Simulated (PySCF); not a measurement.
**Radial density of Be (beryllium, neutral)**

B97-3, [He] 2p2, high-spin 3P determinant (an excited configuration). Computed with PySCF 2.14 in aug-cc-pVQZ with one added diffuse shell each of s, p, d, f, g type (7s6p5d4f3g, 105 functions), with the non-relativistic Hamiltonian (point nucleus).

```json
{"r (bohr)": "0.00630", "4πr²ρ (e/bohr)": "0.01622", "4πr²(ρα − ρβ)": "0.0000"}
{"r (bohr)": "0.0106", "4πr²ρ (e/bohr)": "0.04427", "4πr²(ρα − ρβ)": "-0.0001"}
{"r (bohr)": "0.0178", "4πr²ρ (e/bohr)": "0.1183", "4πr²(ρα − ρβ)": "-0.0002"}
{"r (bohr)": "0.0300", "4πr²ρ (e/bohr)": "0.3037", "4πr²(ρα − ρβ)": "-0.0006"}
{"r (bohr)": "0.0504", "4πr²ρ (e/bohr)": "0.7311", "4πr²(ρα − ρβ)": "-0.0013"}
{"r (bohr)": "0.0848", "4πr²ρ (e/bohr)": "1.578", "4πr²(ρα − ρβ)": "-0.0028"}
{"r (bohr)": "0.143", "4πr²ρ (e/bohr)": "2.847", "4πr²(ρα − ρβ)": "-0.0041"}
{"r (bohr)": "0.240", "4πr²ρ (e/bohr)": "3.843", "4πr²(ρα − ρβ)": "0.0004"}
{"r (bohr)": "0.404", "4πr²ρ (e/bohr)": "3.262", "4πr²(ρα − ρβ)": "0.0307"}
{"r (bohr)": "0.679", "4πr²ρ (e/bohr)": "1.404", "4πr²(ρα − ρβ)": "0.1362"}
{"r (bohr)": "1.14", "4πr²ρ (e/bohr)": "0.5164", "4πr²(ρα − ρβ)": "0.3718"}
{"r (bohr)": "1.92", "4πr²ρ (e/bohr)": "0.6224", "4πr²(ρα − ρβ)": "0.6201"}
{"r (bohr)": "3.23", "4πr²ρ (e/bohr)": "0.4805", "4πr²(ρα − ρβ)": "0.4805"}
{"r (bohr)": "5.43", "4πr²ρ (e/bohr)": "0.09965", "4πr²(ρα − ρβ)": "0.0997"}
{"r (bohr)": "9.14", "4πr²ρ (e/bohr)": "0.002981", "4πr²(ρα − ρβ)": "0.0030"}
{"r (bohr)": "15.4", "4πr²ρ (e/bohr)": "2.283e-05", "4πr²(ρα − ρβ)": "0.0000"}
```

(1) Where is the radial spin density 4πr²(ρα − ρβ) most negative, and why is it negative at all?

Answers

(1) Around r = 0.143 bohr, down to -0.0041 e/bohr: exchange with the open shell polarises the paired shells in an unrestricted calculation.
